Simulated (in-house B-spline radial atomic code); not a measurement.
Configurations of S V (S4+), with energies counted from [Ne] 3s2. Method: scalar-relativistic (X2C) PBE, spin-polarised, spherical fractional occupations, Fermi nucleus of rms radius 3.2611 fm. Calculated with a B-spline radial code for spherical atoms. Shells without spins written out take the highest spin.

Occupations are held fixed; configurations that lie above the ionisation limit could autoionise.

```
                                 configuration  E - E(ref) (eV)  highest orbital  its <r> (bohr)
        [Ne] 3s(0 up, 1 down) 4s(0 up, 1 down)           38.128          4s down           3.036
                          [He] 2s2 2p5 3s2 4s1           202.16            4s up           2.945
                          [He] 2s2 2p5 3s2 4p1           206.37            4p up           3.163
[He] 2s2 2p(3 up, 2 down) 3s2 4d(0 up, 1 down)           212.34          4d down           3.524
                          [He] 2s2 2p5 3s2 4f1           215.37            4f up           3.352
                          [He] 2s1 2p6 3s2 3d1           242.73            3d up           1.587
```

Order these further configurations by energy, lowest first.
A. [He] 2s(0 up, 1 down) 2p6 3s2 4p(0 up, 1 down)
B. [He] 2s1 2p6 3s2 4s1
C. [Ne] 3s1 4f1
D. [He] 2s2 2p5 3s2 3d1
E. [He] 2s2 2p(3 up, 2 down) 3s2 3d(0 up, 1 down)

C (50.389 eV), D (189.6 eV), E (189.86 eV), B (255.35 eV), A (259.59 eV).

How far above the reference does [Ne] 3s1 4d1 lie?

48.104 eV; its least bound orbital is 4d up with <r> = 3.666 bohr.

How far above the reference does [Ne] 3s1 4p1 lie?

42.336 eV; its least bound orbital is 4p up with <r> = 3.279 bohr.
